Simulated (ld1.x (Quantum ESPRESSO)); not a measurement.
## tellurium: PAW pseudisation with PBE, scalar-relativistic reference atom.

ld1.x (Quantum ESPRESSO) 7.5 was run on this input:

```
&input
   title='Te', zed=52., rel=1, dft='PBE', iswitch=3,
   config='[Kr] 4d10 5s2 5p2.5 5d-2',
   nld=3, rlderiv=1.90, eminld=-4.0, emaxld=5.0, deld=0.02
 /
 &inputp
   pseudotype=3, lpaw=.true., tm=.true., lloc=-1, rcloc=1.30,
   nlcc=.true., new_core_ps=.true.,
   which_augfun='PSQ', rmatch_augfun=0.90,
   file_pseudopw='Te.UPF', file_wfcaegen='ae.wfc', file_wfcncgen='nc.wfc', file_beta='beta', file_chi='chi', file_wfcusgen='us.wfc'
 /
6
5S  1  0   2.00   0.00  1.25  1.65  0.0
5S  1  0   0.00  -0.70  1.25  1.65  0.0
5P  2  1   2.50   0.00  1.30  1.75  0.0
5P  2  1   0.00   0.05  1.30  1.75  0.0
5D  3  2  -2.00   0.35  1.30  1.70  0.0
5D  3  2  -2.00   2.75  1.30  1.70  0.0
 &test
   configts(1)='5s2 5p2.5'
 /
```

Command:

```bash
ld1.x < Te.in > Te.out
```

Output (shortened: banner, matrices, multipoles, cross overlaps and the repeated all-electron block are left out):

```
[... start of the log left out ...]
     s(4D/4D) =  1.000000  <r> =   0.9693  <r2> =    1.1034  r(max) =   0.8076
     s(5S/5S) =  1.000000  <r> =   2.0035  <r2> =    4.5229  r(max) =   1.7749
     s(5P/5P) =  1.000000  <r> =   2.4077  <r2> =    6.5778  r(max) =   2.0622

     ------------------------ End of All-electron run ------------------------

     --------------------- Generating PAW atomic setup --------------------

      Generating local potential from pseudized AE potential:
      Matching radius rcloc =   1.3000

      Local pseudo, rcloc= 1.315 Estimated cut-off energy=    14.09 Ry

      Computing core charge for nlcc:

       r > 1.51 : true rho core
      Core charge pseudized with two Bessel functions
      Integrated core pseudo-charge :  15.68
      Wfc-us  5S rcutus= 1.647  Estimated cut-off energy=    15.80 Ry
      Wfc-us  5S rcutus= 1.647  Estimated cut-off energy=    17.51 Ry
      Wfc-us  5P rcutus= 1.731  Estimated cut-off energy=    23.67 Ry
      Wfc-us  5P rcutus= 1.731  Estimated cut-off energy=    25.30 Ry
      Wfc-us  5D rcutus= 1.688  Estimated cut-off energy=    34.94 Ry
      Wfc-us  5D rcutus= 1.688  Estimated cut-off energy=    37.84 Ry

     Required augmentation: PSQ   radius:    0.900000

     Q pseudized with Bessel functions
     Expected ecutrho=     489.7509 due to l1=  2   l2=  2

 %%%%%%%%%%%%%%%%%%%%%%%%%%%%%%%%%%%%%%%%%%%%%%%%%%%%%%%%%%%%%%%%%%%%%%%%%%%%%%
     Error in routine new_paw_hamiltonian (1):
     negative rho
 %%%%%%%%%%%%%%%%%%%%%%%%%%%%%%%%%%%%%%%%%%%%%%%%%%%%%%%%%%%%%%%%%%%%%%%%%%%%%%

     stopping ...
```

The run stopped because the spherical valence density built from the smooth waves and the augmentation charge turned negative at some radius.

The run took about 0.13 s on one core of a shared server CPU.
